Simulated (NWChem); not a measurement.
Molecule: CH6O2Si2; SMILES O[Si@@H]1C[SiH2]O1

```xyz
11

O      0.1773    -2.1934    -0.5224
Si    -0.0315    -0.8643     0.4417
C     -1.3379     0.4350    -0.0496
Si     0.1717     1.5801    -0.1711
O      1.1911     0.2922     0.2684
H      0.4320    -2.0386    -1.4432
H     -0.1259    -1.4248     1.8066
H     -2.0612     0.6790     0.7350
H     -1.8782     0.2423    -0.9815
H      0.2259     2.6976     0.8070
H      0.4943     2.1019    -1.5265
```
Atoms are numbered in this order, from 1.

Level: B3LYP/6-31G* (spherical d) (NWChem), optimised geometry, unscaled harmonic frequencies. 

List the harmonic frequencies with IR intensities, and the thermochemistry.


```csv
frequency (cm⁻¹),IR intensity (km/mol)
106,1.1
182,49.3
265,35.8
332,61.7
470,9.6
477,3.9
596,5.7
664,13.2
691,12.2
707,33.1
739,67.0
780,23.5
831,27.7
848,165.4
901,320.0
921,29.4
953,312.6
970,71.4
992,196.9
1013,127.8
1439,17.4
2246,195.9
2258,174.1
2300,161.0
3091,1.4
3145,1.8
3798,66.5
```

- zero-point energy: 45.3 kcal/mol
- thermal correction to the enthalpy at 298.15 K (with zero-point energy): 50.0 kcal/mol
- heat capacity Cv: 24.6 cal/(mol K)
- entropy at 298.15 K and 1 atm (symmetry number 1): 79.4 cal/(mol K)
- dipole moment: 2.22 D

Rigid rotor and harmonic oscillator.
